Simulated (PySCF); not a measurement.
C₁₀H₄N₂S₂, SMILES s1ccc(c1-c1c(ccs1)C#N)C#N, GFN2-xTB optimised geometry.

```
18

N     -0.06    -3.67     0.00
C      0.49    -2.66     0.00
C      1.23    -1.47     0.00
C      2.65    -1.47     0.00
C      3.16    -0.21     0.00
S      1.95     1.01     0.00
C      0.69    -0.19     0.00
C     -0.69     0.19     0.00
S     -1.95    -1.01     0.00
C     -3.16     0.21     0.00
C     -2.65     1.47     0.00
C     -1.23     1.47     0.00
C     -0.49     2.66     0.00
N      0.06     3.67     0.00
H      3.23    -2.37     0.00
H      4.20     0.08     0.00
H     -4.20    -0.08     0.00
H     -3.23     2.37     0.00
```

Density from B3LYP/def2-SVP (PySCF) at that geometry.

Minimum of the electron density along straight lines between bonded atoms, close to the bond critical point (lines longer than 1.1 times the sum of covalent radii, or with two minima, are not listed):

```json
[
 {"bond": "N1–C2", "length / Å": "1.148", "ρ at the minimum / e bohr⁻³": "0.476", "∇²ρ there / e bohr⁻⁵": "0.41", "position (fraction from the first atom)": "0.66"},
 {"bond": "C2–C3", "length / Å": "1.404", "ρ at the minimum / e bohr⁻³": "0.291", "∇²ρ there / e bohr⁻⁵": "-0.77", "position (fraction from the first atom)": "0.53"},
 {"bond": "C3–C4", "length / Å": "1.418", "ρ at the minimum / e bohr⁻³": "0.294", "∇²ρ there / e bohr⁻⁵": "-0.72", "position (fraction from the first atom)": "0.51"},
 {"bond": "C4–C5", "length / Å": "1.355", "ρ at the minimum / e bohr⁻³": "0.328", "∇²ρ there / e bohr⁻⁵": "-0.84", "position (fraction from the first atom)": "0.49"},
 {"bond": "C5–S6", "length / Å": "1.719", "ρ at the minimum / e bohr⁻³": "0.218", "∇²ρ there / e bohr⁻⁵": "-0.49", "position (fraction from the first atom)": "0.47"},
 {"bond": "C3–C7", "length / Å": "1.389", "ρ at the minimum / e bohr⁻³": "0.307", "∇²ρ there / e bohr⁻⁵": "-0.74", "position (fraction from the first atom)": "0.49"},
 {"bond": "S6–C7", "length / Å": "1.738", "ρ at the minimum / e bohr⁻³": "0.210", "∇²ρ there / e bohr⁻⁵": "-0.46", "position (fraction from the first atom)": "0.52"},
 {"bond": "C7–C8", "length / Å": "1.426", "ρ at the minimum / e bohr⁻³": "0.288", "∇²ρ there / e bohr⁻⁵": "-0.71", "position (fraction from the first atom)": "0.50"},
 {"bond": "C8–S9", "length / Å": "1.738", "ρ at the minimum / e bohr⁻³": "0.210", "∇²ρ there / e bohr⁻⁵": "-0.46", "position (fraction from the first atom)": "0.48"},
 {"bond": "S9–C10", "length / Å": "1.719", "ρ at the minimum / e bohr⁻³": "0.218", "∇²ρ there / e bohr⁻⁵": "-0.49", "position (fraction from the first atom)": "0.53"},
 {"bond": "C10–C11", "length / Å": "1.355", "ρ at the minimum / e bohr⁻³": "0.328", "∇²ρ there / e bohr⁻⁵": "-0.84", "position (fraction from the first atom)": "0.51"},
 {"bond": "C8–C12", "length / Å": "1.389", "ρ at the minimum / e bohr⁻³": "0.307", "∇²ρ there / e bohr⁻⁵": "-0.74", "position (fraction from the first atom)": "0.51"},
 {"bond": "C11–C12", "length / Å": "1.418", "ρ at the minimum / e bohr⁻³": "0.294", "∇²ρ there / e bohr⁻⁵": "-0.72", "position (fraction from the first atom)": "0.49"},
 {"bond": "C12–C13", "length / Å": "1.404", "ρ at the minimum / e bohr⁻³": "0.291", "∇²ρ there / e bohr⁻⁵": "-0.77", "position (fraction from the first atom)": "0.47"},
 {"bond": "C13–N14", "length / Å": "1.148", "ρ at the minimum / e bohr⁻³": "0.476", "∇²ρ there / e bohr⁻⁵": "0.41", "position (fraction from the first atom)": "0.34"},
 {"bond": "C4–H15", "length / Å": "1.075", "ρ at the minimum / e bohr⁻³": "0.287", "∇²ρ there / e bohr⁻⁵": "-1.13", "position (fraction from the first atom)": "0.64"},
 {"bond": "C5–H16", "length / Å": "1.072", "ρ at the minimum / e bohr⁻³": "0.287", "∇²ρ there / e bohr⁻⁵": "-1.14", "position (fraction from the first atom)": "0.65"},
 {"bond": "C10–H17", "length / Å": "1.072", "ρ at the minimum / e bohr⁻³": "0.287", "∇²ρ there / e bohr⁻⁵": "-1.14", "position (fraction from the first atom)": "0.65"},
 {"bond": "C11–H18", "length / Å": "1.075", "ρ at the minimum / e bohr⁻³": "0.287", "∇²ρ there / e bohr⁻⁵": "-1.13", "position (fraction from the first atom)": "0.64"}
]
```
